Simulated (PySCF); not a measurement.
## Dipole moment and polarisability of cyclo-(AsH)3

Compound: cyclo-(AsH)3.
Structure used (PBE0-D3(BJ)/def2-SVP), in Å, numbered top down from 1:
```
atom  x, y, z in Å
As1   -0.2004    1.4252    0.1391
As2    0.8974   -0.4327   -1.0058
As3   -1.1428   -0.8461    0.2693
H4     0.6910    1.2508    1.3672
H5     0.0869   -0.1638   -2.2746
H6    -0.3321   -1.2334    1.5047
```

Level: CAM-B3LYP/def2-SVPD (PySCF), static field, nuclei fixed, core orbitals frozen in the response. The polarisability tensor in these axes (au):

```
x    93.55   4.54 -14.35
y     4.54 104.99   5.03
z   -14.35   5.03  89.90
```

Question: What are the eigenvalues, a third of the trace, and Δα (Δα² = ½Σ(αi − αj)² over the three pairs)?

Answer: Principal values 75.69, 106.18 and 106.58 au; mean 96.15 au = 14.25 Å³ = 15.85 × 10⁻⁴⁰ C²·m²/J; Δα = 30.69 au (32 % of the mean).

Question: What is the dipole moment, and where does it point?

Answer: (0.18, -0.07, 0.21) D, 0.29 D in size, pointing from the negative to the positive side. Measured along this direction, the outermost atoms are H5 at the negative end and H6 and H4 at the positive end.

Question: Find the Langevin capture rate constant for H3+ (3.023 u) meeting this molecule (227.788 u), k = 2.342 × 10⁻⁹ cm³/s × √(α in Å³ / reduced mass in u).

Answer: The reduced mass is 2.98 u, so k = 5.12 × 10⁻⁹ cm³/s.

Question: Sum over states: ᾱ = Σ f/ω², ω in Eh. What share falls to these 10 lowest TDDFT singlets (eV, f)? 4.98, 0.0020; 5.08, 0.0004; 5.14, 0.0004; 5.31, 0.0001; 5.54, 0.0059; 5.57, 0.0183; 5.63, 0.0030; 5.75, 0.0188; 5.82, 0.0219; 6.18, 0.2567.

Answer: They add up to 6.62 au, 6.9 % of the 96.15 au; the largest single term is 4.98 au, from the state at 6.18 eV. Terms in order: 0.06, 0.01, 0.01, 0.00, 0.14, 0.44, 0.07, 0.42, 0.48, 4.98 au. Higher excitations give the rest. The strengths listed sum to 0.328.

Question: How large is μ²/3kT at 500 K beside α?

Answer: In Gaussian units μ²/3kT = 0.39 Å³ against 14.25 Å³, a ratio of 0.03; the Debye molar polarisation (4π/3)N_A(α + μ²/3kT) is 36.9 cm³/mol, leaving out the vibrational part.

The structure is a single PBE0-D3(BJ)/def2-SVP conformer in the gas phase; no vibrational or solvent corrections. The calculation is non-relativistic, for arsenic too.

The run behind these numbers computed excited states as well. Time: 22 s. Hardware: one thread, x86-64 server, on a shared host.
